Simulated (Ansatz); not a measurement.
Reaction (substitution at a C–O bond): `C[O][Cd][F]` + `[NH2][In]([OH])[SH]` → `C[O][In]([NH2])[SH]` + `[OH][Cd][F]`

Computed with Ansatz on PBE0-D4/def2-TZVP structures; ΔE is electronic, products minus reactants. CCSD(T)/CBS is the MP2 limit (def2-TZVPP, def2-QZVPP) plus CCSD(T) − MP2 in def2-TZVPP, frozen cores. Functionals use def2-TZVPP. HSE06 is defined as in plane-wave codes. def2 core potentials past Kr. For Cd, In outer-core shells are correlated without core-valence functions, which leaves a few kJ/mol of doubt a bond. Each species was taken in one conformer, which may not be the lowest.

Question: Is it downhill or uphill in electronic energy at CCSD(T)/CBS, and by how much? (Estimate.)

Answer: Ansatz gave: Downhill: ΔE = -6.6 kJ/mol.

Question: What do these levels give: LDA (SPW92), revPBE-D4, HSE06-D4, BHLYP-D4, ωB97M-V, PBE-QIDH, PBE, BLYP, PBE0, r2SCANh, LC-ωPBE, HF/def2-SVP? (An estimate is asked.)

Answer: Ansatz gave: LDA (SPW92) -4.3, revPBE-D4 -2.3, HSE06-D4 -3.1, BHLYP-D4 -3.3, ωB97M-V -3.5, PBE-QIDH -2.9, PBE -1.1, BLYP 0.7, PBE0 -1.6, r2SCANh -2.1, LC-ωPBE -1.6, HF/def2-SVP 1.7 kJ/mol.

Largest T1 diagnostic among the species: 0.018.

In def2-TZVPP, CCSD(T) changes the Hartree–Fock value by −4.3 kJ/mol (the triples alone add −0.5 kJ/mol) and MP2 by −5.1 kJ/mol. At CCSD(T), def2-SVP lies +5.9 kJ/mol from the extrapolated value and def2-TZVPP +2.8 kJ/mol.
